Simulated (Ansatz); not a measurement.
Species: Sb2, charge -1, multiplicity 2. 
Coordinates optimised at B3LYP-D3(BJ)/def2-TZVP (Ansatz, a first-principles code):
```
Sb
Sb 1 2.5933
```
Charge -1, spin multiplicity 2.

Basis-set convergence of Hartree-Fock and MP2 correlation energies (hartree) with Ansatz. Correlated levels leave the core frozen unless marked. Open shells are spin-unrestricted. No spin-orbit coupling. Frozen are the shells of the preceding noble gas and the d and f shells that filled before the atom's block. Past Kr the def2 sets carry scalar-relativistic core potentials.

The UHF reference is spin-contaminated (<S^2> 0.73 over the pure value in the largest basis). The T1 diagnostic of CCSD in the largest basis is 0.086, which is high, so the coupled-cluster rows are less sure than usual.

```csv
basis,functions,E(HF),"E(corr, MP2)"
def2-SVPD,64,-478.57259,-0.15033
def2-TZVPPD,112,-478.59032,-0.19057
def2-QZVPPD,176,-478.59348,-0.20988
```

Extrapolating the two largest sets (X = 3 and 4) as X^-3: E(corr) = (64·(-0.20988) - 27·(-0.19057))/37 = -0.2240 Eh, an estimate of the basis-set limit. The largest set recovers 93.7 % of it, the smallest 67.1 %.
